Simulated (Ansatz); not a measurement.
`CC[Se][SiH3]` + `C[SeH]` → `C[Se][Se][SiH3]` + `CC` at 700 K and 1 bar (ligand exchange at the Se–C bond).

Isolated molecules relaxed with PBE0-D4/def2-TZVP in Ansatz; ΔE leaves out vibrations. CBS: MP2 limit from def2 TZ/QZ plus the TZ coupled-cluster correction, frozen cores. This one scheme is used for every species. For Se outer-core shells are correlated without core-valence functions, which leaves a few kJ/mol of doubt a bond. Scalar relativity is left out up to krypton. One conformer a species, not always the lowest.

```tsv
species	CCSD(T)/CBS energy (Eh)	H − E (kJ/mol)	S (J/(mol·K))
`CC[Se][SiH3]`	-2770.72164	321.5	483.5
`C[SeH]`	-2441.15625	157.6	325.3
`C[Se][Se][SiH3]`	-5132.18229	247.1	496.4
`CC`	-79.71954	238.1	289.3
```

H − E and S are ideal-gas, rigid-rotor, harmonic terms from PBE0-D4/def2-TZVP, for one conformer and one mirror image of each species. 1 Eh = 2625.50 kJ/mol, R = 8.31446 J/(mol·K).

Problem. By hand: ΔE, ΔH, ΔS and ΔG.

Solution. ΔE = (-5132.18229) + (-79.71954) − (-2770.72164) − (-2441.15625) = -0.02394 Eh = -62.9 kJ/mol. Δ(H − E) = 247.1 + 238.1 − 321.5 − 157.6 = 6.1, so ΔH = -56.8 kJ/mol. ΔS = 496.4 + 289.3 − 483.5 − 325.3 = -23.1 J/(mol·K). ΔG = -56.8 − 700 × (-23.1)/1000 = -40.6 kJ/mol.

Problem. By hand: the equilibrium constant, and the temperature at which ΔG would vanish if ΔH and ΔS stayed fixed.

Solution. log₁₀ K = −ΔG/(RT ln 10) = 3.0. ΔG = 0 at ΔH/ΔS = 2459 K.

ΔH outweighs TΔS. A doubt of 5 kJ/mol in ΔE shifts log₁₀ K by 0.4 here. Other conformers and mirror images would add mixing entropy, several J/(mol·K) or more a flexible species. Modes under 60 cm⁻¹, often nearly free rotors, make the harmonic entropy too high. These are equilibria of isolated gas molecules and say nothing of rates. Largest T1 diagnostic: 0.010 (customary marks: 0.02 for closed shells, 0.045 for open ones).
